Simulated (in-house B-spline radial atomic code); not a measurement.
RPA and G0W0 on PBE: K8+

Configuration [Ne] 3s1, highest spin, mean-field start PBE. Computed with an all-electron radial atomic-structure program (B-spline basis): all electrons, non-relativistic, point nucleus, each spin shell either full or empty, empty states to l = 9 with an (l + 1/2)⁻⁴ tail; G0W0 by contour deformation at full frequency.

Command:
```bash
python run_gw.py task.json out
```
Settings (radii: box in bohr, nucleus in fm):
```
Z                        19
electrons                11
configuration            [Ne] 3s1
hamiltonian              nr
method                   pbe,pbe
lmax                     9
spin_polarised           True
box_radius               7.7
intervals                47
ion_configuration        [He] 2s2 2p6
```

Time taken, with all properties: 1.9 s on 1 thread of Intel(R) Xeon(R) 6975P-C (shared host).

Energies (hartree):

```json
{"term": "mean-field total", "value": "-577.81145"}
{"term": "Hartree-Fock functional on these orbitals", "value": "-577.58506"}
{"term": "direct second order", "value": "-0.73778"}
{"term": "second-order exchange", "value": "0.28451"}
{"term": "SOSEX correction", "value": "0.26449"}
```

(1) What is the RPA correlation energy, and what remains with SOSEX?

Quasi-particle levels (eV):

```
  level  occupied  mean field  Σx - vxc     Σc  QP weight     G0W0
  3s up       yes     -166.88     -7.86      ?          ?        ?
2p down       yes     -444.42    -32.13   3.26      0.969  -473.29
  2p up       yes     -445.10    -32.35   3.37      0.966  -474.08
2s down       yes     -513.60    -41.98   5.08      0.932  -550.50
3s down        no     -162.22     10.68  -3.00      0.948  -154.55
```

G0W0 = mean field + (Σx - vxc) + Σc, with Σc (partial-wave tail included) taken at the quasi-particle energy. Only the outer levels were computed.

(2) Where does G0W0 put 3s up?

(3) What does it cost to remove one electron (to [He] 2s2 2p6) by differences of total energies, each species on its own start (correlation terms add to the Hartree-Fock functional)?

## Answers

(1) RPA gives -0.68122 hartree (-1.69 eV per electron); RPA + SOSEX gives -0.41673, and the second-order doubles -0.45328 hartree (no singles). RPA lacks exchange-type terms and so overcorrelates at short range.

(2) At -176.67 eV, with Σc = -1.93 eV and a quasi-particle weight of 0.974. The tabulated removal energy is 175.817 ± 0.0025 eV (NIST, semi-empirical); the calculation leaves out relativity, Breit and QED terms, and what these don't explain is the method's own error.

(3) PBE 176.20 eV, Hartree-Fock functional 174.59 eV, + RPA 176.21 eV, + RPA + SOSEX 175.09 eV, + second order 175.22 eV. Tabulated: 175.817 ± 0.0025 eV (NIST, semi-empirical); the calculation leaves out relativity, Breit and QED terms, and what these don't explain is the method's own error.
